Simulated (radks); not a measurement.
Re53+, configuration [Ar] 3d4. All-electron calculation, Dirac Kohn-Sham, BLYP, spin-unpolarised, spherical densities, finite nucleus; open shells fill j = l - 1/2 first; Fermi nuclear charge, rms radius 5.3698 fm. Program: a radial shooting solver on a logarithmic mesh with Libxc functionals.

Normalised radial functions P(r) = r R(r) (large component), r in bohr:

```
   r/bohr * 2s1/2, o 3d3/2, + 4s1/2 (the largest magnitude, 3.76, reaches the edge; | marks zero, & curves that meet)
 0.002442                             o  +     *
 0.003104                             o  +      *
 0.003914                             o   +       *
 0.004976                             o   +        *
 0.006275                             o   +         *
 0.007978                             o   +         *
  0.01014                             o   +         *
  0.01279                             o  +        *
  0.01626                             |o+     *
   0.0205                             +o *
  0.02607                         * + | o
  0.03287                 *       +   |  o
  0.04179         *             +     |    o
   0.0527    *                  +     |      o
    0.067  *                      +   |          o
  0.08449     *                       +             o
   0.1074            *                |    +           o
   0.1355                   *         |        +        o
   0.1722                         *   |      +         o
   0.2172                            *+            o
   0.2761                    +        *       o
   0.3482               +             *   o
   0.4426                 +           *o
   0.5582                       +     &
   0.7096                           + &
   0.8948                             &
    1.138                             &
```

2s1/2: eigenvalue -15791.3 eV, 1 radial node at r = 0.0229 bohr, <r> = 0.0752 bohr, 90 % of the charge inside 0.117 bohr. 3d3/2: eigenvalue -5030.9 eV, 0 radial nodes, <r> = 0.163 bohr, 90 % of the charge inside 0.251 bohr. 4s1/2 (empty): eigenvalue -3037.4 eV, 3 radial nodes at r = 0.0214, 0.0848, 0.218 bohr, <r> = 0.363 bohr, 90 % of the charge inside 0.514 bohr.
